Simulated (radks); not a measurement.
The numbers below are computed, except where a source is named.
Valence configurations of Pt II (all share [Xe]). Level of theory: Dirac Kohn-Sham, LDA (Slater exchange, Perdew-Wang correlation), spin-unpolarised, spherical densities, point nucleus; open shells are shared between the two j in proportion to 2j + 1 (a radial shooting solver on a logarithmic mesh with Libxc functionals). Energies are relative to 4f14 5d9; eigenvalues in eV.

valence               E (eV)  e(4f5/2)  e(4f7/2)  e(5d3/2)  e(5d5/2)  e(6p1/2)
4f14 5d9               0.000   -80.480   -77.022   -15.447   -14.065         -
4f14 5d8 6s1           1.892   -83.633   -80.174   -17.655   -16.189         -
4f14 5d8 6p1           8.704   -85.318   -81.860   -19.213   -17.725    -9.322
4f13.5 5d9.5          33.167   -85.954   -82.439   -16.018   -14.565         -
4f13.5 5d9 6s0.5      34.220   -87.549   -84.034   -17.148   -15.653         -
4f13 5d10             68.816   -91.526   -87.952   -16.588   -15.063         -
4f13 5d9 6p1          78.659   -96.599   -93.024   -20.583   -18.951    -9.405
4f12 5d9 6p2          172.30   -113.64   -109.94   -26.095   -24.208   -11.046
4f11.5 5d9 6s0.5 6p2  220.90   -121.67   -117.91   -28.236   -26.230   -11.458
4f11.5 5d8 6s0.5 6p3  238.96   -127.30   -123.55   -32.443   -30.327   -12.911

NIST lists [Xe] 4f14 5d9 as the ground configuration; this level of theory agrees among the configurations tried. The energies are those of spherical spin-averaged densities, not of single terms.
